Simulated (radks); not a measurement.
Isoelectronic series with 7 electrons, each ion in its NIST ground configuration. All-electron calculation, Dirac Kohn-Sham, PBE, spin-unpolarised, spherical densities, point nucleus; open shells are shared between the two j in proportion to 2j + 1. Program: a radial shooting solver on a logarithmic mesh with Libxc functionals. Total energies (hartree) and mean radii <r> (bohr) (* marks an orbital that is empty in some or all of the ions):

| ion | configuration | E (hartree) | 3p3/2* | 3p1/2* | 3s1/2* | 2p3/2 | 2p1/2 | 2s1/2 |
|---|---|---|---|---|---|---|---|---|
| Pr52+ | [He] 2s2 2p3 | -5658.6403 | 0.2256 | 0.2174 | 0.2322 | 0.08817 | 0.08239 | 0.09888 |
| Nd53+ | [He] 2s2 2p3 | -5866.7263 | 0.2214 | 0.2130 | 0.2276 | 0.08656 | 0.08068 | 0.09690 |
| Pm54+ | [He] 2s2 2p3 | -6079.1727 | 0.2173 | 0.2088 | 0.2232 | 0.08502 | 0.07903 | 0.09499 |
| Sm55+ | [He] 2s2 2p3 | -6296.0290 | 0.2134 | 0.2047 | 0.2189 | 0.08352 | 0.07743 | 0.09314 |
| Eu56+ | [He] 2s2 2p3 | -6517.3465 | 0.2096 | 0.2007 | 0.2148 | 0.08207 | 0.07587 | 0.09135 |
| Gd57+ | [He] 2s2 2p3 | -6743.1782 | 0.2059 | 0.1969 | 0.2107 | 0.08067 | 0.07437 | 0.08961 |
| Tb58+ | [He] 2s2 2p3 | -6973.5795 | 0.2024 | 0.1932 | 0.2069 | 0.07932 | 0.07290 | 0.08791 |
| Dy59+ | [He] 2s2 2p3 | -7208.6076 | 0.1989 | 0.1896 | 0.2031 | 0.07800 | 0.07148 | 0.08627 |
| Ho60+ | [He] 2s2 2p3 | -7448.3219 | 0.1956 | 0.1861 | 0.1994 | 0.07673 | 0.07010 | 0.08467 |
| Er61+ | [He] 2s2 2p3 | -7692.7844 | 0.1924 | 0.1827 | 0.1958 | 0.07549 | 0.06876 | 0.08312 |
| Tm62+ | [He] 2s2 2p3 | -7942.0591 | 0.1892 | 0.1794 | 0.1924 | 0.07429 | 0.06745 | 0.08161 |
| Yb63+ | [He] 2s2 2p3 | -8196.2127 | 0.1862 | 0.1762 | 0.1890 | 0.07313 | 0.06617 | 0.08014 |
| Lu64+ | [He] 2s2 2p3 | -8455.3148 | 0.1832 | 0.1731 | 0.1857 | 0.07200 | 0.06493 | 0.07871 |
| Hf65+ | [He] 2s2 2p3 | -8719.4373 | 0.1804 | 0.1701 | 0.1826 | 0.07090 | 0.06372 | 0.07731 |
